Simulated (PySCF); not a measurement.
phosphorus nitride (NP), SMILES N#P.

Geometry: B3LYP-D3(BJ)/def2-TZVPD.

Two levels are set side by side: TDDFT-PBE/def2-TZVPD (PySCF) and TDDFT-PBE0/def2-TZVPD (PySCF). Vertical, same geometry. The lowest singlet is HOMO→LUMO 100 % with PBE and HOMO−1→LUMO 50 %, HOMO−2→LUMO+1 50 % with the other functional; states are paired by order. Differences are taken from unrounded values.

```tsv
quantity	TDDFT-PBE0	TDDFT-PBE	TDDFT-PBE minus TDDFT-PBE0
lowest singlet excitation (eV)	4.76	4.89	0.13
lowest triplet excitation (TDA) (eV)	3.49	3.76	0.27
first bright state (f over 0.05) (eV)	7.75	8.54	0.79
its oscillator strength	0.07	0.06	-0.01
```

Rough cost on one machine, each run with all the roots and properties that it gave: TDDFT-PBE0 against TDDFT-PBE within a factor of 2.
